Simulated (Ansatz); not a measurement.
Reaction (isomerisation): `C#C[O][SnH2][NH2]` → `C1=C[O][SnH2][NH]1`

Computed with Ansatz on PBE0-D4/def2-TZVP structures; ΔE is electronic, products minus reactants. CCSD(T)/CBS is the MP2 limit (def2-TZVPP, def2-QZVPP) plus CCSD(T) − MP2 in def2-TZVPP, frozen cores. DFT in def2-TZVPP. B3LYP here is the variant with VWN-RPA as its local correlation; programs differ in this. def2 core potentials past Kr. For Sn outer-core shells are correlated without core-valence functions, which leaves a few kJ/mol of doubt a bond. Each species was taken in one conformer, which may not be the lowest.

```json
{"level": "PBE-D4", "ΔE (kcal/mol)": "-28.6", "difference from CCSD(T)/CBS": "-2.5"}
{"level": "r2SCAN-D4", "ΔE (kcal/mol)": "-27.8", "difference from CCSD(T)/CBS": "-1.7"}
{"level": "PBE0-D4", "ΔE (kcal/mol)": "-29.6", "difference from CCSD(T)/CBS": "-3.5"}
{"level": "B3LYP-D4", "ΔE (kcal/mol)": "-24.7", "difference from CCSD(T)/CBS": "1.4"}
{"level": "ωB97X-V", "ΔE (kcal/mol)": "-27.7", "difference from CCSD(T)/CBS": "-1.6"}
{"level": "ωB97M-V", "ΔE (kcal/mol)": "-25.4", "difference from CCSD(T)/CBS": "0.7"}
{"level": "PBE", "ΔE (kcal/mol)": "-27.8", "difference from CCSD(T)/CBS": "-1.7"}
{"level": "PBE0", "ΔE (kcal/mol)": "-29.0", "difference from CCSD(T)/CBS": "-2.9"}
{"level": "B3LYP", "ΔE (kcal/mol)": "-23.4", "difference from CCSD(T)/CBS": "2.7"}
{"level": "HF/def2-TZVPP", "ΔE (kcal/mol)": "-19.9", "difference from CCSD(T)/CBS": "6.2"}
{"level": "MP2/def2-TZVPP", "ΔE (kcal/mol)": "-24.6", "difference from CCSD(T)/CBS": "1.5"}
{"level": "SCS-MP2/def2-TZVPP", "ΔE (kcal/mol)": "-23.5", "difference from CCSD(T)/CBS": "2.6"}
{"level": "CCSD/def2-TZVPP", "ΔE (kcal/mol)": "-24.9", "difference from CCSD(T)/CBS": "1.2"}
{"level": "HF/def2-QZVPP", "ΔE (kcal/mol)": "-20.1", "difference from CCSD(T)/CBS": "6.0"}
{"level": "MP2/def2-QZVPP", "ΔE (kcal/mol)": "-24.9", "difference from CCSD(T)/CBS": "1.2"}
{"level": "CCSD/CBS(def2)", "ΔE (kcal/mol)": "-25.4", "difference from CCSD(T)/CBS": "0.7"}
{"level": "CCSD(T)/CBS", "ΔE (kcal/mol)": "-26.1", "difference from CCSD(T)/CBS": "0"}
```

Largest T1 diagnostic among the species: 0.015.

In def2-TZVPP, CCSD(T) changes the Hartree–Fock value by −5.8 kcal/mol (the triples alone add −0.7 kcal/mol) and MP2 by −4.7 kcal/mol. The D4 term adds −1.3 kcal/mol with B3LYP and −0.6 kcal/mol with PBE0; it sums over pairs of atoms, weighted by their polarisabilities, and B3LYP, whose exchange is more repulsive, gets the larger term. From PBE to PBE0 (25 % exact exchange), in def2-TZVPP and without D4, ΔE moves by −1.2 kcal/mol.
